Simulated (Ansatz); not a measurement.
Ansatz results at the PBE0-D4/def2-TZVP geometry: HOMO energy (PBE/def2-TZVPP) -6.25 eV; size of the dipole moment (PBE/def2-TZVPP) 1.46 D; HOMO–LUMO gap (PBE0/def2-TZVPP) 8.55 eV.

Each molecule was computed in one conformer, which needn't be the lowest.

Problem. Which molecule gave them?
A. `[AlH2][SiH2][SiH2][SiH3]`
B. `NCO[SiH](O)F`
C. `F[SiH]1[CH2][GaH]1`
D. `C[SiH2]B[SiH3]`

Solution. B. The others give `F[SiH]1[CH2][GaH]1`: -5.32, 1.81, 4.18; `C[SiH2]B[SiH3]`: -6.60, 0.54, 5.05; `[AlH2][SiH2][SiH2][SiH3]`: -6.20, 1.49, 5.83.
